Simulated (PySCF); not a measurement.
## Structure elucidation problem

Molecular formula: C$_{5}$H$_{12}$N$_{2}$O$_{2}$Si. Simulated spectra:

¹H NMR (500 MHz, computed): δ 4.17 (m, 1H), 2.32 (m, 1H), 2.05 (s, 3H), 1.49 (m, 1H), 1.34 (m, 1H), 1.30 (m, 1H), 0.88 (br s, 2H), 0.14 (br s, 2H).

¹³C{¹H} NMR (computed): δ 176.6 (C), 82.8 (CH), 23.3 (CH3), 22.4 (CH2), 21.7 (CH2).

One averaged value for each set of equivalent atoms, in vacuum, one conformer, no relativistic terms. NMR shieldings at PBE0/pcSseg-1/GIAO; geometry: GFN2-xTB; PySCF.

Referencing at the same level of theory: ¹H (31.72 ppm), ¹³C (186.93 ppm) against TMS.

What is the structure?

## Answers


- Rings plus π bonds: 2 (1 ring in the answer).
- 5 carbon signals for 5 carbons: no two carbons are equivalent.
- Carbon types of the structure: 1 × C, 1 × CH, 2 × CH2, 1 × CH3, leaving 4 H on heteroatoms.
- δC 176.6: ester carbonyl carbon; it is a carbonyl in resonance with an O or N lone pair, the region of acids, esters and amides.
- δC 82.8: sp3 CH bonded to O and Si; pulled downfield by the heteroatom.
- δC 23.3: methyl carbon α to a carbonyl; α to the electron-withdrawing carbonyl group.
- δC 22.4: sp3 CH2 in a ring; saturated and bonded to C and H only.
- δH 4.17: hydrogen on an sp3 CH bonded to O and Si; its carbon carries O, which withdraws density.
- δH 2.05: hydrogen on a methyl carbon α to a carbonyl; α to C=O.
- δH 0.88, 0.14: hydrogen on a nitrogen bonded to Si; labile proton, position sensitive to the medium.

The compound is `CC(=O)O[C@@H]1CC[Si]1(N)N`.

The shifts were computed for this structure.

OH/NH shifts are gas-phase values; hydrogen bonding in solution moves them, usually downfield. Shifts are as computed. Against solution values, carbons near 30 ppm lie about +3 ppm off and those near 130 ppm about +5 ppm. Of 1211 compounds with measured shifts, 218 miss one by over three times the rms of a fit or turn the order of signals round; such compounds aren't used in these exercises. Multiplicities follow the n + 1 count of equivalent neighbours, as no J values were calculated; m marks all less simple cases, F and P coupling included.
